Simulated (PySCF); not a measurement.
CH₃ClFNSi₂, SMILES F[Si@]1(Cl)N=C[SiH2]1.

Geometry optimised at B3LYP-D3(BJ)/def2-SVP. The structure was generated by enumeration; whether it is a known compound was not checked.

Two levels are set side by side: PBE/def2-TZVP (PySCF) and HF/def2-TZVP (PySCF). Same geometry, gas phase. Differences are taken from unrounded values.

| quantity | PBE |
|---|---|
| orbital gap (eV) | 3.19 |
| highest occupied level (eV) | -6.01 |
| lowest empty level (eV) | -2.82 |
| dipole moment (D) | 2.85 |
| mean polarisability (bohr³) | 81.5 |

### Question
These are the PBE values. What does HF give? (The exact figures need the calculation; the answer reports its results.)

### Answer

```csv
quantity,HF,PBE minus HF
orbital gap (eV),13.01,-9.82
highest occupied level (eV),-10.67,4.66
lowest empty level (eV),2.34,-5.16
dipole moment (D),3.69,-0.84
mean polarisability (bohr³),72.2,9.4
```

PBE's occupied levels lie high since its potential decays too fast outside the molecule; exact exchange lowers them and widens the gap. PBE's more diffuse valence density responds more strongly to a field. Differences between two approximate levels are no errors against the true value.

Rough cost on one machine, each run with all the roots and properties that it gave: HF against PBE about 1/2.
